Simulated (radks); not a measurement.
The aluminium ion Al2+ inside a hard spherical wall (all orbitals vanish at R), configuration held at [Ne] 3s1 and not refilled when levels cross. Calculated with a radial shooting solver on a logarithmic mesh with Libxc functionals: scalar-relativistic Kohn-Sham, PBE, spin-polarised, spherical densities, point nucleus; open shells are filled with parallel spins first. Eigenvalues in eV for spin up, with the zero of energy where the potential of the charges vanishes at infinity; a dash marks a level that is unbound or too diffuse for the functional's potential to be trusted. A positive occupied level is held by the wall or, in an anion where self-interaction has pushed it up, behind a barrier. The pressure on the wall is -dE/dV.

| R (bohr) | E (hartree) | kinetic (hartree) | e(1s) | e(2s) | e(2p) | e(3s) | e(3p, empty) | e(3d, empty) | pressure (GPa) |
|---|---|---|---|---|---|---|---|---|---|
| free | -241.78235 | 242.263 | -1532.3 | -128.82 | -90.311 | -24.484 | -17.868 | -10.070 | 0 |
| 12 | -241.78235 | 242.263 | -1532.3 | -128.82 | -90.311 | -24.484 | -17.868 | -10.070 | < 0.0001 |
| 8 | -241.78233 | 242.263 | -1532.3 | -128.81 | -90.310 | -24.483 | -17.864 | -9.993 | 0.00111 |
| 6 | -241.78131 | 242.274 | -1532.2 | -128.76 | -90.257 | -24.431 | -17.724 | -9.373 | 0.139 |
| 5 | -241.77482 | 242.327 | -1532.0 | -128.54 | -90.040 | -24.164 | -17.186 | -8.120 | 1.35 |
| 4 | -241.73515 | 242.549 | -1531.1 | -127.78 | -89.271 | -22.781 | -14.994 | -4.710 | 12.2 |
| 3 | -241.51190 | 243.411 | -1528.5 | -125.63 | -87.115 | -15.882 | -6.141 | 5.192 | 123 |
| 2.5 | -241.11795 | 244.686 | -1525.4 | -123.34 | -84.777 | -4.522 | 6.683 | 16.789 | 464 |
| 2 | -239.98833 | 248.170 | -1518.0 | -118.41 | -79.508 | 25.269 | 37.162 | 40.342 | 2260 |
| 1.5 | -235.80618 | 260.628 | -1493.8 | -102.67 | -62.335 | 117.07 | 122.20 | 97.390 | 16900 |
